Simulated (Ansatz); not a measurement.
Several settings on one geometry of CuSn₂ (the lowest doublet isomer of a short search) (that of the charge 0 doublet, PBE-D4/def2-TZVP). Ansatz on 4 threads of Arm Neoverse V2 on a shared host; times are rough.

Cartesian coordinates in Å:
```
Cu -1.2871 -0.6009 -0.3089
Sn 1.2532 -0.5807 -0.6714
Sn 0.0340 1.1816 0.9803
```

Totals from different functionals, basis sets or treatments of relativity can't be compared as stabilities.

In the def2 sets Sn takes a core potential; there is no spin–orbit coupling.

Scalar relativity in a set contracted without it gives distorted totals.

The spins typed aren't always the lowest for that charge.

Q: Give the basis size and estimate the energy, ⟨S²⟩, dipole and time of these runs.

| run | method | charge | state | further keys |
| --- | --- | --- | --- | --- |
| 1 | UKS B3LYP5/def2-TZVP | 0 | doublet | pseudopotentials: {relativity: scalar}; scf: {omitted_lower_state_checks: [starts]}; forces asked |
| 2 | RKS PBE-D3(BJ)/def2-TZVPP | -1 | singlet | forces asked |
| 3 | UKS r2SCAN50-D4/def2-SVPD | 0 | doublet | scf: {omitted_lower_state_checks: [starts]}; forces asked |

A: 
```tsv
run	functions	energy (Eh)	⟨S²⟩	dipole (D)	wall time
1	145	-2080.5626	0.75	0.82	9.5 s
2	164	-2069.0096	–	–	11 s
3	98	-2068.8541	0.75	2.24	58 s
```

The highest occupied level of an anion often lies above zero with these methods, and sets without diffuse functions describe the outer electron poorly.
